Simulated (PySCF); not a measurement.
Delta-SCF ions had no search for a lower state. Excitations are Tamm–Dancoff values on a coarser integration grid. The basis has no diffuse functions, so Rydberg states are missing or too high.

Species: C₃H₃F, SMILES `C=C=CF` (charge 0, multiplicity 1).

Give the HOMO–LUMO gap, dipole moment, vertical ionisation energy (Delta-SCF), S1–T1 gap (TDA) and S1 excitation (TDA) at the level PBE-D3(BJ)/def2-TZVP in PySCF.


| Quantity | Result |
|---|---|
| HOMO–LUMO gap | 4.46 eV |
| dipole moment | 1.67 D |
| vertical ionisation energy (Delta-SCF) | 9.76 eV |
| S1–T1 gap (TDA) | 0.45 eV |
| S1 excitation (TDA) | 4.61 eV |
